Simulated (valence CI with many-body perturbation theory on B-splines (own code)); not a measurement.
Results of a calculation; reference values are marked as such.
**Energy levels of Hf⁴¹⁺**

Level of theory: valence CI with perturbative core correlation (CI+MBPT): three valence electrons over a frozen Dirac-Fock core [Ar] 3d10, radial functions for each j: 11 s, 11 p, 10 d, 8 f, 5 g, 2 h, with the one-electron correlation potential Σ1 (screened to all orders), the two-electron term Σ2, the three-electron term Σ3, Breit, model QED; selected single and double excitations, second order for the rest, scaled by the run's own slope (own B-spline code, finite nucleus).

The last digits are not significant, and no measured levels were compared; by estimate large intervals hold to a few tenths of a per cent, small ones and those within an open d or f shell to about a per cent.

Levels 91 to 135 of 194, with energies above the lowest level, (4s^2 4p1/2) J=1/2. "Leading %" is the weight of the configuration and term that name the level; weights of strongly mixed levels are sums over their largest components and can fall short. In the jj column 3d3/2^4 stands for four electrons in 3d with j = 3/2.

```csv
No.,Configuration,Term,J,E (× 10³ cm⁻¹),Leading %,Second component,Leading jj
91,4s4p4f,²D,3/2,4786.5,35,22 % 4p²4d ²D,4s 4p3/2 4f5/2 (44 %)
92,4p²4d,⁴F,9/2,4798.9,34,34 % 4s4p4f ²G,4p3/2^2 4d5/2 (50 %)
93,4s4d²,²D,5/2,4802.7,39,28 % 4s4d² ⁴P,4s 4d5/2^2 (70 %)
94,4s4d²,²P,3/2,4807.2,28,27 % 4p²4d ²D,4p3/2^2 4d3/2 (43 %)
95,4s4p4f,²F,7/2,4813.1,48,21 % 4s4p4f ⁴D,4s 4p3/2 4f7/2 (70 %)
96,4s4d²,²S,1/2,4846.4,41,35 % 4p²4d ²P,4s 4d5/2^2 (38 %)
97,4p²4f,²F°,5/2,4855.6,37,32 % 4p²4f ⁴G°,4p1/2^2 4f5/2 (95 %)
98,4s4p4f,²F,5/2,4869.3,28,16 % 4p²4d ²D,4s 4p3/2 4f5/2 (38 %)
99,4s4p4f,²G,9/2,4873.0,64,24 % 4s4d² ²G,4s 4p3/2 4f7/2 (34 %)
100,4p²4d,⁴P,1/2,4875.1,33,29 % 4s4d² ²P,4p3/2^2 4d3/2 (54 %)
101,4s4p4f,²D,5/2,4890.1,37,31 % 4p²4d ²D,4s 4p3/2 4f7/2 (50 %)
102,4p²4d,²F,7/2,4895.1,29,16 % 4s4p4f ²G,4p3/2^2 4d5/2 (43 %)
103,4s4p4f,²D,3/2,4895.7,38,25 % 4s4d² ²D,4s 4d5/2^2 (33 %)
104,4p²4f,²F°,7/2,4904.9,33,17 % 4p²4f ⁴D°,4p1/2^2 4f7/2 (96 %)
105,4s4p4f,²G,7/2,4970.1,33,20 % 4p²4d ²F,4s 4p3/2 4f5/2 (47 %)
106,4s4p4f,²D,3/2,4971.6,30,21 % 4p²4d ²D,4p3/2^2 4d3/2 (37 %)
107,4s4p4f,²G,9/2,4974.5,35,19 % 4p²4d ²G,4s 4p3/2 4f7/2 (43 %)
108,4s4d²,²S,1/2,4986.9,35,17 % 4p²4d ²S,4s 4d5/2^2 (49 %)
109,4s4d²,²F,7/2,5003.1,34,17 % 4s4p4f ²F,4s 4d5/2^2 (40 %)
110,4p²4d,²D,5/2,5007.8,41,23 % 4s4p4f ²D,4p3/2^2 4d5/2 (60 %)
111,4p²4d,²D,3/2,5084.4,25,20 % 4p²4d ²P,4p3/2^2 4d5/2 (67 %)
112,4p²4d,²D,5/2,5113.3,33,32 % 4p²4d ²F,4p3/2^2 4d5/2 (66 %)
113,4p4d²,⁴G°,5/2,5156.8,56,31 % 4p4d² ²F°,4p1/2 4d3/2^2 (94 %)
114,4p4d²,⁴D°,1/2,5281.3,45,37 % 4p4d² ²P°,4p1/2 4d3/2^2 (96 %)
115,4p4d²,⁴F°,3/2,5301.4,43,31 % 4p4d² ²D°,4p1/2 4d3/2^2 (89 %)
116,4p4d²,⁴G°,7/2,5309.8,55,10 % 4p4d² ²G°,4p1/2 4d3/2 4d5/2 (90 %)
117,4p4d²,²D°,5/2,5327.6,25,19 % 4p4d² ⁴D°,4p1/2 4d3/2 4d5/2 (91 %)
118,4p4d²,²H°,9/2,5334.1,45,25 % 4p4d² ²G°,4p1/2 4d3/2 4d5/2 (81 %)
119,4p4d²,⁴D°,3/2,5352.9,37,18 % 4p4d² ²D°,4p1/2 4d3/2 4d5/2 (87 %)
120,4p4d²,⁴P°,1/2,5366.1,49,27 % 4p4d² ⁴D°,4p1/2 4d3/2 4d5/2 (99 %)
121,4p4d²,²F°,7/2,5437.9,26,25 % 4p4d² ²G°,4p1/2 4d3/2 4d5/2 (62 %)
122,4p4d²,⁴F°,5/2,5441.8,18,17 % 4p4d² ⁴D°,4p1/2 4d3/2 4d5/2 (79 %)
123,4p4d²,⁴D°,3/2,5475.0,33,16 % 4p4d² ²P°,4p1/2 4d3/2 4d5/2 (80 %)
124,4p4d²,⁴D°,7/2,5478.4,28,23 % 4p²4f ⁴D°,4p1/2 4d5/2^2 (47 %)
125,4p²4f,²G°,7/2,5480.8,62,30 % 4p²4f ⁴G°,4p1/2 4p3/2 4f5/2 (88 %)
126,4p4d²,⁴G°,9/2,5492.2,22,22 % 4p²4f ⁴G°,4p1/2 4d5/2^2 (50 %)
127,4p²4f,⁴G°,5/2,5492.7,42,30 % 4p²4f ²D°,4p1/2 4p3/2 4f5/2 (86 %)
128,4p²4f,⁴F°,3/2,5514.0,64,12 % 4p²4f ²D°,4p1/2 4p3/2 4f5/2 (87 %)
129,4p²4f,²H°,9/2,5522.4,27,20 % 4p²4f ²G°,4p1/2 4p3/2 4f5/2 (58 %)
130,4p²4f,²F°,5/2,5524.6,47,18 % 4p²4f ⁴F°,4p1/2 4p3/2 4f5/2 (61 %)
131,4p²4f,⁴F°,9/2,5534.5,51,22 % 4p²4f ⁴G°,4p1/2 4p3/2 4f7/2 (95 %)
132,4p²4f,²H°,11/2,5540.4,59,35 % 4p²4f ⁴G°,4p1/2 4p3/2 4f7/2 (94 %)
133,4p²4f,²D°,3/2,5541.0,28,23 % 4p4d² ⁴P°,4p1/2 4d5/2^2 (43 %)
134,4p²4f,²F°,7/2,5542.0,28,20 % 4p²4f ⁴G°,4p1/2 4p3/2 4f7/2 (71 %)
135,4p²4f,⁴D°,5/2,5545.7,30,11 % 4p4d² ⁴D°,4p1/2 4p3/2 4f7/2 (50 %)
```

Where two levels of one J and parity lie close, their mixing, g and order are uncertain.
